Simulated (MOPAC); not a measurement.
Input file for MOPAC: PM6 on BiF2HTe (SMILES [F][Bi]([F])[TeH]), a point of a torsion scan.

```
PM6 1SCF PRECISE CHARGE=0 THREADS=1
BiF2HTe

F     -1.34974814 1     1.61190254 1     0.25350460 1
Bi    -0.75598822 1    -0.01361590 1    -0.88200026 1
F     -1.75244478 1    -1.41698405 1     0.24666522 1
Te     1.42790813 1    -0.43465656 1     0.69928161 1
H      2.41084161 1     0.54297975 1    -0.19653841 1
```

The log:

```
*******************************************************************************
 **                                                                           **
 **                              MOPAC v23.2.5                                **
 **                                                                           **
 *******************************************************************************
 ** MOPAC's Digital Object Identifier: https://doi.org/10.5281/zenodo.6511958 **
 **                                                                           **
 ** Please cite the open-source release paper for use of this MOPAC version:  **
 ** J. E. Moussa and J. J. P. Stewart (2026)                                  **
 ** MOPAC: An open-source semiempirical molecular orbital program             **
 ** J. Open Source Softw., 11(119), 8025, https://doi.org/10.21105/joss.08025 **
 *******************************************************************************

                              PM6 CALCULATION RESULTS

 *******************************************************************************
 *  PM6        - The PM6 Hamiltonian to be used
 *
 *
 *
 *                 CHARGE ON SYSTEM = 0
 *
 *
 *
 *  PRECISE    - TIGHTER CRITERIA TO BE USED
 *  1SCF       - DO 1 SCF AND THEN STOP
 *  THREADS=1  - MULTI-THREADING NOT USED
 *  T=         - A TIME OF 172800.0 SECONDS REQUESTED
 *  DUMP=N     - RESTART FILE WRITTEN EVERY 7200.0 SECONDS REQUESTED
 *******************************************************************************
PM6 1SCF PRECISE CHARGE=0 THREADS=1
 BiF2HTe

   ATOM   CHEMICAL          X               Y               Z
  NUMBER   SYMBOL      (ANGSTROMS)     (ANGSTROMS)     (ANGSTROMS)

     1       F         -1.34974814  *   1.61190254  *   0.25350460  *
     2      Bi         -0.75598822  *  -0.01361590  *  -0.88200026  *
     3       F         -1.75244478  *  -1.41698405  *   0.24666522  *
     4      Te          1.42790813  *  -0.43465656  *   0.69928161  *
     5       H          2.41084161  *   0.54297975  *  -0.19653841  *



          CARTESIAN COORDINATES

    NO.       ATOM           X           Y           Z

     1         F         -1.3497      1.6119      0.2535
     2        Bi         -0.7560     -0.0136     -0.8820
     3         F         -1.7524     -1.4170      0.2467
     4        Te          1.4279     -0.4347      0.6993
     5         H          2.4108      0.5430     -0.1965

 General Reference for PM6:
 "Optimization of Parameters for Semiempirical Methods V: Modification of NDDO Approximations
 and Application to 70 Elements", J. J. P. Stewart, J. Mol. Mod., 13, 1173-1213 (2007)
 URL: https://link.springer.com/article/10.1007/s00894-007-0233-4

           Empirical Formula: H F2 Bi Te  =     5 atoms



      MOLECULAR POINT GROUP   :   C1


      RHF CALCULATION, NO. OF DOUBLY OCCUPIED LEVELS = 13


 -------------------------------------------------------------------------------
 PM6 1SCF PRECISE CHARGE=0 THREADS=1
 BiF2HTe



     1SCF WAS SPECIFIED, SO BFGS WAS NOT USED
     SCF FIELD WAS ACHIEVED


                              PM6 CALCULATION
                                                       MOPAC v23.2.5 Linux




          FINAL HEAT OF FORMATION =       -173.28045 KCAL/MOL =    -725.00541 KJ/MOL


          COSMO AREA              =        137.39 SQUARE ANGSTROMS
          COSMO VOLUME            =        136.34 CUBIC ANGSTROMS

          IONIZATION POTENTIAL    =          9.163953 EV
          HOMO LUMO ENERGIES (EV) =         -9.164 -1.802
          NO. OF FILLED LEVELS    =         13
          MOLECULAR WEIGHT        =        375.5851         POINT GROUP:  C1

          MOLECULAR DIMENSIONS (Angstroms)

            Atom       Atom       Distance
            H     5    F     3     4.62286
           Te     4    F     1     3.09369
            F     1   Bi     2     1.45821


          SCF CALCULATIONS        =          1





   ATOM   CHEMICAL          X               Y               Z
  NUMBER   SYMBOL      (ANGSTROMS)     (ANGSTROMS)     (ANGSTROMS)

     1       F         -1.34974814  *   1.61190254  *   0.25350460  *
     2      Bi         -0.75598822  *  -0.01361590  *  -0.88200026  *
     3       F         -1.75244478  *  -1.41698405  *   0.24666522  *
     4      Te          1.42790813  *  -0.43465656  *   0.69928161  *
     5       H          2.41084161  *   0.54297975  *  -0.19653841  *

                             CARTESIAN COORDINATES

   1    F       -1.349748140     1.611902540     0.253504600
   2   Bi       -0.755988220    -0.013615900    -0.882000260
   3    F       -1.752444780    -1.416984050     0.246665220
   4   Te        1.427908130    -0.434656560     0.699281610
   5    H        2.410841610     0.542979750    -0.196538410


           Empirical Formula: H F2 Bi Te  =     5 atoms



      MOLECULAR POINT GROUP   :   C1


                  EIGENVALUES
 -73.23894 -37.30668 -36.63982 -21.57063 -14.76276 -14.11030 -13.86291 -13.46062
 -13.02415 -12.36725 -12.01852  -9.55058  -9.16395  -1.80166  -1.35159   0.36880
   1.64086


              NET ATOMIC CHARGES AND DIPOLE CONTRIBUTIONS

  ATOM NO.   TYPE          CHARGE      No. of ELECS.   s-Pop       p-Pop
    1          F          -0.570020        7.5700     1.96773     5.60229
    2         Bi           1.002530        3.9975     1.82663     2.17084
    3          F          -0.524620        7.5246     1.96421     5.56041
    4         Te          -0.055751        6.0558     1.89848     4.15728
    5          H           0.147862        0.8521     0.85214
 DIPOLE           X         Y         Z       TOTAL
 POINT-CHG.     5.801    -0.406    -5.890     8.277
 HYBRID         0.398     0.620     0.040     0.738
 SUM            6.199     0.214    -5.849     8.525


          ATOMIC ORBITAL ELECTRON POPULATIONS

     Atom    s        px        py        pz
    1  F   1.96773   1.96351   1.76343   1.87536
    2 Bi   1.82663   0.73856   0.55497   0.87730
    3  F   1.96421   1.91445   1.77356   1.87241
    4 Te   1.89848   1.00840   1.57249   1.57639
    5  H   0.85214

 **********************
 *                    *
 * JOB ENDED NORMALLY *
 *                    *
 **********************




 == MOPAC DONE ==
```

The run finished.

Cost: very roughly 0.04 core-seconds.
